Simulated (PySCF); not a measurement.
Simulated outer-valence photoelectron spectrum of `C#[C][GeH2][CH3]`. Method used: EOM-IP-CCSD/aug-cc-pVDZ in PySCF, restricted Hartree–Fock reference, frozen core, non-relativistic, gas phase, PBE0-D3(BJ)/def2-SVP geometry.

Each root has a Gaussian of 0.8 eV full width with its one-hole share as area; cross sections and vibrations are left out, and the highest printed point is 100.

| ionisation energy (eV) | intensity |
| --- | --- |
| 9.4 | 1 |
| 9.6 | 4 |
| 9.8 | 13 |
| 10.0 | 36 |
| 10.2 | 71 |
| 10.4 | 98 |
| 10.6 | 97 |
| 10.8 | 69 |
| 11.0 | 38 |
| 11.2 | 25 |
| 11.4 | 34 |
| 11.6 | 56 |
| 11.8 | 77 |
| 12.0 | 87 |
| 12.2 | 88 |
| 12.4 | 83 |
| 12.6 | 75 |
| 12.8 | 61 |
| 13.0 | 41 |
| 13.2 | 21 |
| 13.4 | 9 |
| 13.6 | 7 |
| 13.8 | 17 |
| 14.0 | 42 |
| 14.2 | 77 |
| 14.4 | 100 |
| 14.6 | 92 |
| 14.8 | 61 |
| 15.0 | 28 |
| 15.2 | 9 |
| 15.4 | 2 |
| 15.6 | 0 |
| 15.8 | 0 |
| 16.0 | 0 |
| 16.2 | 0 |
| 16.4 | 2 |
| 16.6 | 6 |
| 16.8 | 17 |
| 17.0 | 34 |
| 17.2 | 47 |
| 17.4 | 47 |
| 17.6 | 33 |
| 17.8 | 16 |
| 18.0 | 6 |
| 18.2 | 1 |
| 18.4 | 0 |

Q: Where are the maxima, and how many lines lie under the curve?

A: 4 maxima, at 10.5, 12.1, 14.5 and 17.3 eV, from 8 lines. At this width some lines have no maximum of their own.

Q: List the lines with their holes.

A: 
```json
{"E (eV)": "10.44", "leading hole (HF orbital)": "HOMO", "area": "0.96", "Koopmans (eV)": "10.62"}
{"E (eV)": "10.55", "leading hole (HF orbital)": "HOMO-1", "area": "0.96", "Koopmans (eV)": "10.66"}
{"E (eV)": "11.77", "leading hole (HF orbital)": "HOMO-2", "area": "0.95", "Koopmans (eV)": "12.44"}
{"E (eV)": "12.21", "leading hole (HF orbital)": "HOMO-3", "area": "0.95", "Koopmans (eV)": "12.87"}
{"E (eV)": "12.74", "leading hole (HF orbital)": "HOMO-4", "area": "0.94", "Koopmans (eV)": "14.07"}
{"E (eV)": "14.42", "leading hole (HF orbital)": "HOMO-5", "area": "0.95", "Koopmans (eV)": "15.42"}
{"E (eV)": "14.49", "leading hole (HF orbital)": "HOMO-6", "area": "0.95", "Koopmans (eV)": "15.57"}
{"E (eV)": "17.29", "leading hole (HF orbital)": "HOMO-7", "area": "0.92", "Koopmans (eV)": "19.02"}
```

The widest gap, 2.80 eV, lies between 14.49 and 17.29 eV. Only orbitals with −ε under 21 eV, eight at most, were ionised, so the high end of the curve may lack lines.
